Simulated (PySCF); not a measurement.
Positional isomers: benzothiophene boryl+boryl. All species are isolated molecules in the gas phase. One relaxed conformer stands for each flexible species; it need not be the lowest. Strings in code marks are SMILES.

The S1–T1 gap (TDA) from two functionals at the same geometries (PBE0-D4/def2-SVP), both in PySCF: PBE-D3(BJ)/def2-TZVP and PBE0-D4/def2-TZVP. Excitations are Tamm–Dancoff values on a coarser integration grid. The basis has no diffuse functions, so Rydberg states are missing or too high.

```tsv
species	PBE0-D4/def2-TZVP (eV)
`Bc1cc(B)c2sccc2c1`	0.88
`Bc1cc2c(B)cccc2s1`	1.12
`c1(B)cc2scc(B)c2cc1`	1.08
`c1(cc2c(cc(cc2)B)s1)B`	1.05
`Bc1ccc2scc(B)c2c1`	1.11
`c1ccc2c(scc2B)c1B`	1.08
```

### Question
What does PBE-D3(BJ)/def2-TZVP give for each?

### Answer

- `Bc1cc(B)c2sccc2c1`: 0.62
- `Bc1cc2c(B)cccc2s1`: 0.81
- `c1(B)cc2scc(B)c2cc1`: 0.72
- `c1(cc2c(cc(cc2)B)s1)B`: 0.79
- `Bc1ccc2scc(B)c2c1`: 0.76
- `c1ccc2c(scc2B)c1B`: 0.70
Over these rows, drawn at random from the members with no instability flagged (it was tested for open shells, ions and some series alone), PBE minus PBE0-D4: mean -0.32 eV, from -0.38 eV to -0.26 eV.
